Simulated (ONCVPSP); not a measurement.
**Transferability test, ONCV potential for N**

| Item | Value |
| --- | --- |
| Element | nitrogen |
| Generator | ONCVPSP 4.0.1 |
| Type | optimised norm-conserving Vanderbilt (ONCV) |
| Functional | PBEsol |
| Relativity | scalar-relativistic |
| Frozen core | [He] |
| Valence charge | 5 |
| Reference configuration | 2s2 2p2.5 (charge +0.5) |
| Partial waves | 2s: rc 0.80 bohr, ncon 4, nbas 7, qcut 9.7 1/bohr, 2 projectors, debl 1.2 Ha; 2p: rc 1.40 bohr, ncon 5, nbas 9, qcut 9.8 1/bohr, 2 projectors, debl 1.1 Ha |
| Local potential | polynomial inside 0.55 bohr (lpopt 2, dvloc0 4 Ha) |
| Core correction | polynomial model core, fcfact 0.3 |

Energies are relative to the spin-unpolarised reference configuration 2s2 2p2.5; without spin polarisation the order of configurations can differ from experiment.

```csv
valence configuration,charge,ΔE all-electron (eV),error AE − PS (meV)
2s2 2p2,+1,8.458,+2.0
2s2 2p1,+2,37.195,+44
2s1 2p3,+1,20.173,+0.4
```

What are ΔE and the potential's error for 2s2 2p3?

ΔE = -5.063 eV all-electron; the error (AE − PS) is +1.1 meV.

Levels in the configuration 2s2 2p1:

```json
{"level": "2s", "all-electron (eV)": "-48.962", "pseudo (eV)": "-48.916"}
{"level": "2p", "all-electron (eV)": "-37.364", "pseudo (eV)": "-37.272"}
```
